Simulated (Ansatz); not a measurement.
Reaction (redistribution): `N[SiH](O)Br` + `CB(N)O[SiH3]` → `C[SiH](N)O` + `NB(Br)O[SiH3]`

Isolated molecules relaxed with PBE0-D4/def2-TZVP in Ansatz; ΔE leaves out vibrations. CCSD(T)/CBS adds triple-zeta CCSD(T) − MP2 to the extrapolated MP2 energy (def2 sets, frozen cores). Functionals use def2-TZVPP. For Br outer-core shells are correlated without core-valence functions, which leaves a few kJ/mol of doubt a bond. Scalar relativity is left out up to krypton. One conformer a species, not always the lowest.

`N[SiH](O)Br`:

```xyz
8

N     0.378   -0.502    1.040
Si    0.174    0.253   -0.470
O    -1.075   -0.394   -1.296
Br   -0.145    2.401    0.023
H     0.694    0.018    1.840
H     0.584   -1.485    1.111
H     1.298    0.183   -1.422
H    -1.909   -0.474   -0.827
```

`CB(N)O[SiH3]`:

```xyz
13

C     0.800   -0.607    1.118
B    -0.389   -0.643    0.084
N    -1.280   -1.722    0.011
O    -0.601    0.397   -0.800
Si    0.176    1.816   -1.058
H     0.722    0.269    1.771
H     0.850   -1.491    1.757
H     1.762   -0.519    0.602
H    -2.038   -1.746   -0.649
H    -1.217   -2.527    0.606
H     1.592    1.588   -1.453
H    -0.533    2.518   -2.155
H     0.158    2.667    0.163
```

`C[SiH](N)O`:

Z-matrix (Å, degrees):
```
C
Si 1 1.862
H 1 1.092 2 110.2
H 1 1.094 2 111.2 3 119.4
H 1 1.093 2 111.4 3 -119.9
N 2 1.716 1 106.8 3 175.6
O 2 1.649 1 113.3 3 54.6
H 2 1.487 1 110.5 3 -59.5
H 6 1.006 2 120.4 1 21.4
H 6 1.007 2 121.6 1 170.4
H 7 0.959 2 115.6 1 73.3
```

`NB(Br)O[SiH3]`:

Z-matrix (Å, degrees):
```
Si
O 1 1.655
H 1 1.482 2 105.8
H 1 1.483 2 110.5 3 118.9
H 1 1.483 2 110.5 3 -119.0
B 2 1.352 1 133.2 3 180.0
Br 6 1.958 2 119.8 1 -0.1
N 6 1.391 2 122.0 1 179.9
H 8 1.003 6 123.1 2 180.0
H 8 1.006 6 121.5 2 -0.0
```

(1) Is it downhill or uphill in electronic energy at CCSD(T)/CBS, and by how much? (Best estimate.)

(2) What do these levels give: revPBE-D4, B97M-V, revPBE, BLYP, MP2/def2-SVP, SCS-MP2/def2-TZVPP? (An estimate is asked.)

Largest T1 diagnostic among the species: 0.011.

Results:

(1) Ansatz gave: Uphill: ΔE = +25.1 kJ/mol.

(2) Ansatz gave: revPBE-D4 24.3, B97M-V 27.0, revPBE 24.6, BLYP 25.4, MP2/def2-SVP 18.7, SCS-MP2/def2-TZVPP 22.8 kJ/mol.

Leaving LDA and LC-ωPBE aside and taking each functional with its dispersion term where it has one, the values, not all of them listed here, spread over 3.9 kJ/mol, from revPBE-D4 to BHLYP-D4. At CCSD(T), def2-SVP lies −5.8 kJ/mol from the extrapolated value and def2-TZVPP −2.5 kJ/mol.
